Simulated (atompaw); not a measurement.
# zirconium (Zr): PAW (atompaw) pseudisation with LDA (PW92), scalar-relativistic reference atom.

atompaw 4.2.0.5 was run on this input:

```
Zr 40
LDA-PW scalarrelativistic loggrid 1500 logderivrange -2 5 176
5 5 4 0 0 0
5 1 0
4 2 2
0 0 0
c
c
c
c
v
c
c
c
v
c
v
2
3.00 2.75 2.65 2.00
y
1.85
n
y
0.2
n
y
4.85
n
custom polynom2 7 10 vanderbiltortho besselshape
3 0 troulliermartins
1.45
3.00
3.00
3.00
2.10
2.10
PWSCFOUT
UPFDX 0.0125d0 UPFXMIN -7.d0 UPFZMESH 40.d0
END
```

Command:

```bash
atompaw < Zr.input > Zr.log
```

Output (summary file):

```
[... start of the log left out ...]
   Valence                  :     -222.60932784771853

 PAW parameters:
       lmax =            2
         rc =    3.0145451773161365
        irc =         1117
   rc_shape =    2.7672162598193153
    rc_vloc =    2.6512681944529883
    rc_core =    2.0159493007277995
   Vloc: Norm-conserving Troullier-Martins with l= 3;e=   0.0000E+00
   Projector type: improved polynomial pseudization + Vanderbilt ortho.
   Bessel compensation charge shape zeroed at   2.7672E+00

 Number of basis functions     6
 No.   n  nodes  l      Energy         Cp coeff         Occ
  1    5    4    0   -0.3372866E+00  0.3773084E+01  0.2000000E+01
  2  999    5    0    0.1850000E+01  0.6211360E-02  0.0000000E+00
  3    5    3    1   -0.1136911E+00  0.2264640E+04  0.0000000E+00
  4  999    4    1    0.2000000E+00  0.2747034E+03  0.0000000E+00
  5    4    1    2   -0.2745055E+00  0.1081865E+01  0.2000000E+01
  6  999    2    2    0.4850000E+01  0.1887260E-01  0.0000000E+00

 Eigenvalues of overlap operator (in the basis of projectors):
    1       -1.04095696E-03
    2        4.62181576E-01
    3        1.30605004E+00
    4        4.26660684E+00
    5        8.96540060E+00
    6        3.49788324E+04

The overlap operator has at least one negative eigenvalue!
It might be not positive definite...
Program is stopping.
This probably means that your projectors are too similar
or that your PAW basis is incomplete.
Advice: try to change your input parameters (f.i. : reference energies).
```

The run stopped because the overlap operator built from these waves and projectors is not positive definite.

The run took about 11 s on one core of a shared server CPU.
